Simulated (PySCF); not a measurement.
Al(Br)(Me)(OH) (CH₄AlBrO), SMILES [CH3][Al]([OH])[Br].

Geometry optimised at TPSSh-D3(BJ)/def2-SVP. The structure was generated by enumeration; whether it is a known compound was not checked. The values are those of a single conformer.

Level of theory: TDDFT-CAM-B3LYP/def2-SVPD (PySCF).

Vertical excitations. Isolated molecule, no solvent. State labels are in the subgroup Cs.

Computed UV-visible absorptions:
```tsv
state	symmetry	energy (eV)	λ (nm)	f	main pairs
S1	A'	6.67	186	0.088	HOMO→LUMO 89 %
S2	A"	6.75	184	0.000	HOMO→LUMO+1 90 %
S3	A"	6.84	181	0.032	HOMO−1→LUMO 82 %
S4	A'	7.22	172	0.043	HOMO−1→LUMO+1 47 %, HOMO−2→LUMO 44 %
S5	A"	7.26	171	0.002	HOMO−2→LUMO+1 95 %
S6	A'	7.47	166	0.208	HOMO−2→LUMO 45 %, HOMO−1→LUMO+1 42 %
S7	A"	7.73	160	0.094	HOMO−3→LUMO 80 %
S8	A'	7.97	156	0.068	HOMO−4→LUMO 69 %
S9	A"	8.18	152	0.010	HOMO−4→LUMO+1 95 %
S10	A'	8.40	148	0.058	HOMO−3→LUMO+1 55 %, HOMO→LUMO+2 18 %
T1	A'	6.31	196	0	HOMO→LUMO 82 %
T2	A"	6.52	190	0	HOMO→LUMO+1 69 %, HOMO−2→LUMO+1 16 %
T3	A"	6.56	189	0	HOMO−1→LUMO 73 %, HOMO→LUMO+1 11 %
T4	A'	6.66	186	0	HOMO−1→LUMO+1 56 %, HOMO−2→LUMO 32 %
```
Triplets are in the Tamm–Dancoff approximation, which puts them higher than full response would, so one can lie above its singlet here.
